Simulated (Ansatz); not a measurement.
System: GeAsH4, charge 0, doublet. GeAsH4 (SMILES [GeH3][AsH], doublet).
B3LYP-D3(BJ)/def2-TZVP minimum from Ansatz (an electronic-structure program):
```
Ge
H 1 1.5389
H 1 1.5409 2 108.91
H 1 1.5409 2 108.91 3 118.28
As 1 2.4411 2 108.93 4 120.86
H 5 1.5314 1 90.88 2 -180.00
```
Charge 0, spin multiplicity 2.

Wanted: atomisation energy (electronic, to ground-state atoms), in kcal/mol. UHF or UKS for unpaired electrons; spin-orbit terms are left out. Cores are frozen in correlated methods (noble-gas shells, and filled d and f shells in the p block). No relativity. CBS(X,Y): correlation extrapolated as X^-3, Hartree-Fock from the larger set. A bracket is a step between two methods taken in the basis named. Double hybrids freeze cores in their MP2 part. For partners of very few electrons the exact lower level stands in for a higher one.

CCSD(T)/CBS(cc-pVTZ,cc-pVQZ) + [CCSDT(Q) - CCSD(T)]/cc-pVTZ (Ansatz) gives 331.1 kcal/mol.

**Question.** How far off this value is PBE/def2-TZVPD (Ansatz), in which direction, and how far these levels: r2SCAN/def2-TZVPD, PBE0/def2-TZVPD, B2PLYP/def2-TZVPD, CCSD(T)/CBS(cc-pVTZ,cc-pVQZ)?

**Answer.** PBE gives 329.3 kcal/mol, 1.8 kcal/mol below it. Differences of the others: r2SCAN/def2-TZVPD (Ansatz) 4.8; PBE0/def2-TZVPD (Ansatz) -3.7; B2PLYP/def2-TZVPD (Ansatz) -6.0; CCSD(T)/CBS(cc-pVTZ,cc-pVQZ) (Ansatz) -0.4 kcal/mol.
